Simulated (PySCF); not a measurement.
²⁹Si chemical shifts

[PySCF: NMR shieldings at PBE0/pcSseg-1/GIAO; GFN2-xTB geometry; averaged over atoms made equivalent by symmetry, fast rotation or ring inversion; one computed conformer; non-relativistic Hamiltonian; in vacuum]

Shieldings were converted by a linear fit to measured shifts: ²⁹Si: δ = 279.94 − 0.822σ (rms 8.9 ppm, 72 shifts, 25.8 ppm with the 6 outliers that the fit left out vs TMS, solution or neat liquid). A few per cent of atoms miss by over 2 rms, more outside the fitted compound classes.

Task: Give the ²⁹Si shifts of `N[Si@@H]([SiH3])C(=O)COC=O`, `C=C(C)[C@@H](C)[Si@H](F)C#CC`, `CN(C)C(=O)[SiH]([SiH3])[SiH3]`, `NC(=O)[Si@@H]1C[C@H]1[SiH](O)O`, `O=C1CC(/C([SiH3])=C\O[SiH3])C1`, `C/C=C1\[SiH2][C@@H](C2CC2)[C@@H]1F`, `N[Si@H]([SiH3])C(=O)CC[SiH3]`.

Result: 
```json
{"compound": "[NH2:1][Si@@H:2]([SiH3:3])[C:4](=[O:5])[CH2:6][O:7][CH:8]=[O:9]", "environment": "Si2: silicon bonded to C, N, Si, H", "δ (ppm)": "-51.1"}
{"compound": "[NH2:1][Si@@H:2]([SiH3:3])[C:4](=[O:5])[CH2:6][O:7][CH:8]=[O:9]", "environment": "Si3: silicon bonded to Si, 3 H", "δ (ppm)": "-95.7"}
{"compound": "C=C(C)[C@@H](C)[Si@H](F)C#CC", "environment": "silicon bonded to 2 C, F, H", "δ (ppm)": "-12.8"}
{"compound": "[CH3:1][N:2]([CH3:3])[C:4](=[O:5])[SiH:6]([SiH3:7])[SiH3:8]", "environment": "Si6: silicon bonded to C, 2 Si, H", "δ (ppm)": "-73.4"}
{"compound": "[CH3:1][N:2]([CH3:3])[C:4](=[O:5])[SiH:6]([SiH3:7])[SiH3:8]", "environment": "Si7/8: silicon bonded to Si, 3 H (×2)", "δ (ppm)": "-101.3"}
{"compound": "[NH2:1][C:2](=[O:3])[Si@@H:4]1[CH2:5][C@H:6]1[SiH:7]([OH:8])[OH:9]", "environment": "Si7: silicon bonded to C, 2 O, H", "δ (ppm)": "-24.8"}
{"compound": "[NH2:1][C:2](=[O:3])[Si@@H:4]1[CH2:5][C@H:6]1[SiH:7]([OH:8])[OH:9]", "environment": "Si4: silicon bonded to 3 C, H, in a 3-membered ring", "δ (ppm)": "-130.6"}
{"compound": "[O:1]=[C:2]1[CH2:3][CH:4](/[C:5]([SiH3:6])=[CH:7]\\[O:8][SiH3:9])[CH2:10]1", "environment": "Si9: silicon bonded to O, 3 H", "δ (ppm)": "-36.3"}
{"compound": "[O:1]=[C:2]1[CH2:3][CH:4](/[C:5]([SiH3:6])=[CH:7]\\[O:8][SiH3:9])[CH2:10]1", "environment": "Si6: silicon bonded to C, 3 H", "δ (ppm)": "-75.5"}
{"compound": "C/C=C1\\[SiH2][C@@H](C2CC2)[C@@H]1F", "environment": "silicon bonded to 2 C, 2 H, in a 4-membered ring", "δ (ppm)": "-65.2"}
{"compound": "[NH2:1][Si@H:2]([SiH3:3])[C:4](=[O:5])[CH2:6][CH2:7][SiH3:8]", "environment": "Si2: silicon bonded to C, N, Si, H", "δ (ppm)": "-49.6"}
{"compound": "[NH2:1][Si@H:2]([SiH3:3])[C:4](=[O:5])[CH2:6][CH2:7][SiH3:8]", "environment": "Si8: silicon bonded to C, 3 H", "δ (ppm)": "-71.6"}
{"compound": "[NH2:1][Si@H:2]([SiH3:3])[C:4](=[O:5])[CH2:6][CH2:7][SiH3:8]", "environment": "Si3: silicon bonded to Si, 3 H", "δ (ppm)": "-105.3"}
```
